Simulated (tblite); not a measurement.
Species: C₇H₁₃Al.
Z-matrix (Å and degrees, GFN2-xTB geometry), rows numbered from 1:
```
C 
C   1  1.3240
C   2  1.5001  1  121.68
C   2  1.5080  1  123.42  3  -178.06
C   4  1.5418  2  113.78  1   -39.43
C   5  1.5450  4  110.20  2  -171.96
Al  6  1.9983  5   96.61  4   -41.45
C   4  1.5539  2  110.54  1    84.37
H   1  1.0773  2  121.57  3    -0.00
H   1  1.0758  2  122.57  3   179.89
H   3  1.0902  2  109.98  1   114.68
H   3  1.0869  2  111.26  1    -5.69
H   3  1.0893  2  110.46  1  -126.65
H   4  1.0988  2  108.09  1  -157.82
H   5  1.0926  4  108.75  2    68.69
H   5  1.0934  4  109.32  2   -48.73
H   6  1.0984  5  109.07  4    78.33
H   6  1.0950  5  109.75  4  -166.63
H   7  1.5414  6  130.85  5  -167.82
H   8  1.0982  4  108.44  2   -50.02
H   8  1.0954  4  109.83  2    64.85
```

Calculated harmonic vibrations of the isolated species, GFN2-xTB (tblite), most abundant isotopes, no scaling. Errors from tens to a few hundred cm⁻¹ against measured bands are possible. Modes of hydrogen on aluminium can be 10 to 20 % off. One conformer, not necessarily the lowest.

Harmonic wavenumbers (cm⁻¹): 27.9, 87.3, 141.0, 155.1, 186.7, 262.1, 301.3, 343.6, 362.3, 440.0, 483.3, 490.8, 510.5, 531.0, 612.9, 635.9, 690.3, 711.0, 847.7, 875.5, 888.3, 933.4, 972.3, 1000.4, 1017.9, 1019.9, 1038.6, 1044.0, 1120.3, 1142.5, 1162.8, 1227.4, 1245.5, 1293.2, 1294.2, 1347.6, 1399.5, 1425.8, 1457.3, 1461.6, 1483.7, 1487.3, 1489.6, 1724.1, 1816.9, 2872.5, 2882.3, 2888.4, 2922.0, 2925.8, 2940.7, 2957.5, 2996.4, 3013.9, 3043.8, 3103.7, 3130.2.

A = 3275, B = 1047, C = 942.1 MHz; mass 124.083 u (most abundant isotopes); point group C1, symmetry number 1.

**Question.** Zero-point energy?

**Answer.** Half the sum of the wavenumbers: 37934 cm⁻¹ = 108.46 kcal/mol.

**Question.** Entropy at 350 K, 1 bar (ideal gas, RRHO, classical rotation)?

**Answer.** Translation 41.18, rotation 29.47, vibration 34.80: S = 105.5 cal/(mol K).

**Question.** And Cp and H(350 K) − H(0)?

**Answer.** Cp = 46.44 cal/(mol K), of which vibrations give 38.49 (their classical limit is 57 R = 113.3); H(350 K) − H(0) = 9.27 kcal/mol without the zero-point energy, 6.49 from vibrations.

**Question.** What must be added to the electronic energy to get the Gibbs energy at 350 K and 1 bar?

**Answer.** ZPE + [H(350 K) − H(0)] − T·S = 108.46 + 9.27 − 36.91 = 80.82 kcal/mol.

**Question.** Which modes carry the vibrational entropy at 350 K?

**Answer.** 27.9 cm⁻¹: 6.29; 87.3 cm⁻¹: 4.03; 141.0 cm⁻¹: 3.10; 155.1 cm⁻¹: 2.91; 186.7 cm⁻¹: 2.56; 262.1 cm⁻¹: 1.93 cal/(mol K); the other 51 give 13.97 together.

**Question.** How do the functions run with temperature in this model?

**Answer.** 
```tsv
T (K)	S (cal/(mol K))	Cp (cal/(mol K))	H − H(0) (kcal/mol)	G − H(0) (kcal/mol)	ln q(vib)
50	58.6	12.5	0.50	-2.43	0.71
100	68.9	17.9	1.26	-5.64	1.82
298.15	98.5	40.5	7.02	-22.35	6.81
373.15	108.5	49.0	10.38	-30.11	8.80
500	124.6	61.4	17.40	-44.91	12.22
750	153.1	78.8	35.08	-79.71	18.88
1000	177.4	90.2	56.30	-121.10	25.19
```

q(vib) and H(0) count from the zero-point level.

**Question.** Blend soft modes into free rotors: weight 1/[1 + (100 cm⁻¹/ν̃)⁴] for the oscillator and the rest for a rotor with moment μB/(μ + B), μ = h/(8π²ν), B = 10⁻⁴⁴ kg m². What vibrational entropy results?

**Answer.** 32.11 cal/(mol K) in place of 34.80, which changes −T·S at 350 K by +0.94 kcal/mol.

Hindered rotation and anharmonicity are outside this model. Other conformers, if any are populated, would add a mixing term that is left out. The structure is chiral; the term R ln 2 for an equal mix with its mirror image is left out.
